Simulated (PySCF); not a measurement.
## Computed properties of C₂H₃BF₂O, SMILES B(F)(C(=C)F)O

C₂H₃BF₂O, SMILES C=C(F)B(O)F. Geometry optimised at B3LYP-D3(BJ)/def2-SVP. The structure was generated by enumeration, and PubChem lists no compound with its InChIKey, so it may never have been made. One conformer was computed; it need not be the lowest. All values are computed for the isolated molecule unless a solvent is named; none is compared with measurement here.

**Structure.** The optimised structure has Cs symmetry. All 21 harmonic modes at B3LYP-D3(BJ)/def2-SVP (PySCF) are real, so it is a minimum. With heavy atoms numbered as in [CH2:1]=[C:2]([F:3])[B:4]([OH:5])[F:6], the shortest bond between them is B4–F6 at 1.329 Å and the longest C2–B4 at 1.570 Å.

**Vibrations.** The strongest infrared lines (harmonic, unscaled, degenerate partners summed) lie at 1415 cm⁻¹ (321 km/mol, B 37 %, H 33 %, C 21 %), 1490 cm⁻¹ (285 km/mol, B 74 %, O 14 %, F 9 %), 1195 cm⁻¹ (137 km/mol, C 43 %, H 21 %, F 13 %, B 13 %, O 10 %). The softest mode is at 82 cm⁻¹ and the zero-point energy is 35.7 kcal/mol.

**Electronic structure.** B3LYP/def2-TZVP (PySCF) places the frontier levels at -7.92 and -1.52 eV, a gap of 6.40 eV, and gives a dipole moment of 1.59 D and a mean polarisability of 41.8 bohr³. PBE/def2-TZVP (PySCF) at the same geometry gives -6.88 and -2.21 eV, so its gap is 1.73 eV narrower. An orbital gap is neither the optical nor the fundamental gap.

**Excitations.** TDA-PBE0/def2-SVPD (PySCF) has S1 at 6.91 eV (180 nm, f = 0.447, bright); the most intense of the 10 singlets computed lies at 6.91 eV (f = 0.45). T1 (TDA) is at 3.80 eV, 3.11 eV under S1. TDA-PBE/def2-SVPD (PySCF) puts S1 at 6.27 eV. No vertical singlet excitation falls in the visible range (under 3.1 eV).

**NMR.** GIAO shifts at B3LYP/pcSseg-1 (PySCF) (non-relativistic, atoms alike by connectivity averaged): ¹³C from 120.1 to 175.8 ppm against TMS; ¹H from 5.6 to 5.9 ppm against TMS; ¹⁹F from -124.4 to -122.7 ppm against CFCl3; ¹¹B at 12.5 ppm against BF3.
